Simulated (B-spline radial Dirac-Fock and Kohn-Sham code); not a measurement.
Binding energies of Te⁷⁺ at several levels of theory

System: the Te⁷⁺ ion, configuration [Kr] 4d9.

The density-functional columns are spherical, spin-unpolarised Dirac-Kohn-Sham results without Breit or QED terms: −ε is minus the orbital energy of the initial state and ΔSCF the difference of two total energies. The reference in the last column comes from Dirac-Fock (average of configuration) total-energy differences with a finite nucleus, the Breit interaction including its frequency dependence, and self-energy and vacuum-polarisation corrections. All numbers are from a radial atomic solver, in eV; a selection of levels is shown. For the 1s level of heavy atoms much of the gap between ΔSCF and the reference is the Breit and QED part, -109.1 eV here; for other levels the error of the functional can be larger.

```
     level   PBE −ε  PBE ΔSCF   LDA −ε  LDA ΔSCF  Dirac-Fock
    K (1s)  31706.0   32064.3  31670.3   32027.6     31928.3
   L1 (2s)   4945.7    5012.7   4941.4    5008.6      5060.5
L2 (2p1/2)   4640.4    4723.1   4638.8    4721.6      4728.2
L3 (2p3/2)   4365.8    4443.4   4364.7    4442.4      4457.2
   M1 (3s)   1063.8    1089.1   1062.6    1087.9      1122.9
M2 (3p1/2)    938.2     964.2    937.9     964.0       986.3
M3 (3p3/2)    887.0     912.2    886.7     912.0       934.6
M4 (3d3/2)    665.5     693.2    665.9     693.6       696.1
   N1 (4s)    260.7     273.7    260.4     273.4       286.0
N2 (4p1/2)    217.1     229.7    217.1     229.7       236.7
N3 (4p3/2)    207.1     219.5    207.0     219.3       226.7
 N4,5 (4d)    135.7     147.0    135.8     147.2       145.7
```

Q: Order the estimates of the K (1s) level by their distance from the Dirac-Fock value, nearest first.
A. LDA −ε
B. PBE −ε
C. PBE ΔSCF
D. LDA ΔSCF

A: D (99.3 eV), C (136.0 eV), B (222.3 eV), A (257.9 eV).

Values without a named source are computed, but for edge energies of neutral atoms, which are taken from tables.
